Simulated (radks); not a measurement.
Results of a calculation; reference values are marked as such.
Question: Code: a radial shooting solver on a logarithmic mesh with Libxc functionals. Model: scalar-relativistic Kohn-Sham, LB94 model potential, spin-polarised, spherical densities, finite nucleus; open shells are filled with parallel spins first (spin-orbit coupling, left out, can overturn this in heavy ions); Fermi nuclear charge, rms radius of each element as measured or else 0.836 A^(1/3) + 0.57 fm. Response by self-consistent Sternheimer equations with the Hartree and adiabatic LDA kernel, the relativistic mass of each level held fixed and spin-orbit coupling left out. For heavy and open-shell atoms this level of theory can miss by tens of per cent. Rank Cs+, Xe, Sm8+, La3+, Ce4+, Nd6+, Pm7+, Ba2+, Pr5+ (NIST ground configurations) by static dipole polarisability, largest first.

Answer: Xe 27.03, Cs+ 15.98, Ba2+ 10.74, La3+ 7.761, Ce4+ 5.887, Pr5+ 4.621, Nd6+ 3.654, Pm7+ 2.932, Sm8+ 2.358 bohr^3.
